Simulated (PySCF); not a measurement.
Cl₂GeH, SMILES [Cl][GeH][Cl], multiplicity 2. Coordinates come from a ωB97X-D3(BJ)/def2-TZVP optimisation. The isomer is the one that the SMILES or the coordinates give; other isomers of the formula were not compared.

Computed equilibrium geometry at ωB97X-D3(BJ)/def2-TZVP (PySCF confirms it by a frequency run) as bond lengths and angles, and its point group:
point group Cs.
Atoms: Cl1 Ge2 Cl3 H4. Bonds (Å): Cl1–Ge2 2.144, Ge2–Cl3 2.144, Ge2–H4 1.548. Bond angles (°): Cl1–Ge2–Cl3 107.7, Cl1–Ge2–H4 107.6, Cl3–Ge2–H4 107.6.
Charge 0, spin multiplicity 2.
